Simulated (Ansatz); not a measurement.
`[SiH3][SiH]1[SiH2]S1`, charge 0, multiplicity 1.

(1) Give a relaxed structure at PBE0-D4/def2-TZVP (the Gaussian-basis code of Ansatz). (An estimate is asked.)

Results:

(1) The calculation gave: 
Cartesian coordinates in Å:
```
Si 1.800 0.014 -0.741
Si -0.486 0.410 -0.557
Si -1.703 -0.501 1.102
S -1.037 1.534 1.212
H 2.530 1.277 -1.031
H 2.065 -0.958 -1.835
H 2.273 -0.547 0.550
H -1.167 0.870 -1.796
H -1.105 -1.419 2.100
H -3.170 -0.681 0.996
```
This is one stationary point; other conformers may exist.
